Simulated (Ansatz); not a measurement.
Molecule: sum formula BNH2F2 (charge 0, singlet). 
Structure (B3LYP-D3(BJ)/def2-TZVP (Ansatz, a first-principles code) minimum search):
SMILES: NB(F)F
```xyz
6

B      0.0362     0.0038    -0.0026
F      0.5868     1.1654    -0.3614
F      0.8587    -1.0149     0.2562
N     -1.3467    -0.1402     0.0980
H     -1.9826     0.6138    -0.0925
H     -1.7806    -1.0056     0.3662
```

Quantity: atomisation energy (electronic, to ground-state atoms); the coupled-cluster value holds the core correlation from cc-pwCVTZ, in eV. Valence correlation only, unless marked. UHF or UKS for open shells. Spin-orbit coupling is left out. Non-relativistic. CBS marks a two-point X^-3 extrapolation of the correlation energy; Hartree-Fock from the larger set.

Level to compare with: CCSD(T)/CBS(cc-pVTZ,cc-pVQZ) plus the core term (Ansatz), 26.97 eV. It is a level with limits of its own, and the differences hold the functionals' basis error too.

Task: Rank these functionals by how close they come to CCSD(T)/CBS(cc-pVTZ,cc-pVQZ), closest first: wB97M-V/def2-TZVPD (Ansatz); wB97X/def2-TZVPD (Ansatz); r2SCAN0/def2-TZVPD (Ansatz).

Result: wB97M-V/def2-TZVPD (range-separated hybrid meta-GGA with VV10, 26.98 eV, difference 0.01), wB97X/def2-TZVPD (range-separated hybrid, 26.78 eV, difference -0.19), r2SCAN0/def2-TZVPD (hybrid meta-GGA, 26.29 eV, difference -0.68)
